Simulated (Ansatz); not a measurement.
Two structures of SiHCl3, closed shell, reached by relaxing down either side of one saddle point (PBE0-D4/def2-TZVP). Energies are electronic, without zero-point energy. Program: Ansatz 0.2.0. Basis: def2-TZVPP and def2-QZVPP. Cores are frozen in the correlated methods. Extrapolation: Hartree–Fock as exp(−7.88 √X), correlation as X^−2.97. First:

Si1  (0.650, 0.809, -0.962)
Cl2  (0.281, -1.208, -1.440)
H3  (-0.031, -1.136, 1.453)
Cl4  (0.394, -0.030, 1.944)
Cl5  (-1.293, 1.565, -0.995)
(Å)

Second:

```xyz
5
angstrom
Si 0.6884 1.2014 -0.3021
Cl 0.2690 -1.7440 -0.9071
H -0.1074 -1.8132 0.3175
Cl 0.4242 0.6902 1.7237
Cl -1.2741 1.6656 -0.8320
```

(1) Which bonds change from the first to the second?

(2) Give the saddle point's structure and its height above each. (To be estimated.)

The search had been set up for a 1,1-elimination (forming Cl2–H3, breaking Si1–Cl2, Si1–H3); from that guess it ended on this step instead.

The T1 diagnostic stays at or below 0.012.

Answers

(1) SiCl₂ + HCl → SiCl₂ + HCl; bonds formed: Si1–Cl4, Cl2–H3; bonds broken: Si1–Cl2, H3–Cl4.

(2) Computed: 12.67 kcal/mol above the first and 12.67 kcal/mol above the second (CCSD(T) at an estimated basis limit (MP2 extrapolated from triple and quadruple zeta, plus CCSD(T) − MP2 in triple zeta)).
```xyz
5
angstrom
Si 0.6511 0.8520 -0.5356
Cl 0.1868 -1.4592 -0.8796
H 0.1394 -1.0330 0.6110
Cl 0.2931 0.0734 1.6877
Cl -1.2703 1.5668 -0.8834
```

For scale, one of the runs: CCSD(T)/def2-TZVPP, 182 basis functions, launched by `ansatz run in.yaml --threads 2 --pin off --events-out ev --progress --plain --max-ram 4352MiB`. Hardware: 2 CPU threads of an Intel Xeon Platinum 8488C, shared host. Wall time 35 s; peak host memory 1.5 GiB.
